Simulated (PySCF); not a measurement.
Geometry:
```csv
atom,x (Å),y (Å),z (Å)
C1,2.078,-0.908,0.140
C2,2.192,0.602,-0.067
C3,0.974,1.358,0.468
C4,-0.296,0.780,-0.132
C5,-1.645,1.305,0.347
C6,-2.653,0.197,-0.040
C7,-1.805,-1.046,-0.401
C8,-0.410,-0.722,0.123
C9,0.781,-1.480,-0.436
H10,2.111,-1.126,1.223
H11,2.951,-1.416,-0.301
H12,3.114,0.978,0.404
H13,2.292,0.810,-1.148
H14,0.929,1.262,1.568
H15,1.063,2.435,0.250
H16,-0.244,0.914,-1.232
H17,-1.615,1.434,1.442
H18,-1.901,2.286,-0.081
H19,-3.342,-0.016,0.790
H20,-3.281,0.505,-0.889
H21,-2.214,-1.980,0.014
H22,-1.758,-1.178,-1.496
H23,-0.414,-0.859,1.224
H24,0.787,-1.381,-1.537
H25,0.706,-2.558,-0.218
```

- geometry from PBE0-D3(BJ)/def2-SVP
- shieldings: GIAO PBE0/pcSseg-1
- program: PySCF 2.14
- rapidly exchanging positions averaged, no solvent model, single conformer, no relativistic terms

Q: Predict the 2D correlation tables (HSQC, COSY, HMBC).

A: 

HSQC (one-bond C–H):
```
            δH            δC
1.77 (H15/H25)  33.9 (C3/C9)
1.66 (H18/H21)  33.8 (C5/C7)
1.60 (H11/H12)  28.8 (C1/C2)
1.56 (H19/H20)     22.9 (C6)
1.13 (H10/H13)  28.8 (C1/C2)
1.01 (H17/H22)  33.8 (C5/C7)
0.79 (H14/H24)  33.9 (C3/C9)
0.60 (H16/H23)  47.2 (C4/C8)
```

COSY cross peaks (H two or three bonds apart, from the bond graph; peaks can be absent where the dihedral angle is near 90°):
```
            δH              δH
1.77 (H15/H25)  1.60 (H11/H12)
1.77 (H15/H25)  1.13 (H10/H13)
1.77 (H15/H25)  0.79 (H14/H24)
1.77 (H15/H25)  0.60 (H16/H23)
1.66 (H18/H21)  1.56 (H19/H20)
1.66 (H18/H21)  1.01 (H17/H22)
1.66 (H18/H21)  0.60 (H16/H23)
1.60 (H11/H12)  1.13 (H10/H13)
1.60 (H11/H12)  0.79 (H14/H24)
1.56 (H19/H20)  1.01 (H17/H22)
1.13 (H10/H13)  0.79 (H14/H24)
1.01 (H17/H22)  0.60 (H16/H23)
0.79 (H14/H24)  0.60 (H16/H23)
```

HMBC (two and three bonds, from the bond graph):
```
            δH                                                                 δC
1.77 (H15/H25)                           47.2 (C4/C8), 33.8 (C5/C7), 28.8 (C1/C2)
1.66 (H18/H21)                47.2 (C4/C8), 33.9 (C3/C9), 33.8 (C5/C7), 22.9 (C6)
1.60 (H11/H12)                           47.2 (C4/C8), 33.9 (C3/C9), 28.8 (C1/C2)
1.56 (H19/H20)                                         47.2 (C4/C8), 33.8 (C5/C7)
1.13 (H10/H13)                           47.2 (C4/C8), 33.9 (C3/C9), 28.8 (C1/C2)
1.01 (H17/H22)                47.2 (C4/C8), 33.9 (C3/C9), 33.8 (C5/C7), 22.9 (C6)
0.79 (H14/H24)                           47.2 (C4/C8), 33.8 (C5/C7), 28.8 (C1/C2)
0.60 (H16/H23)  47.2 (C4/C8), 33.9 (C3/C9), 33.8 (C5/C7), 28.8 (C1/C2), 22.9 (C6)
```

Shifts are taken against calculated references (same method and geometry level): $^{1}$H and $^{13}$C against TMS.

Short H···H contacts in this conformer between protons four or more bonds apart (candidates for NOE cross peaks, intensity ∝ r⁻⁶): H14···H23 2.53 Å, H16···H24 2.53 Å, H10···H23 2.54 Å, H14···H17 2.55 Å, H22···H24 2.55 Å, H16···H22 2.60 Å.

Shifts are as computed. Against solution values, carbons near 30 ppm lie about +2 ppm off and those near 130 ppm about +5 ppm. Of 1211 compounds with measured shifts, 218 miss one by over three times the rms of a fit or turn the order of signals round; such compounds aren't used in these exercises.
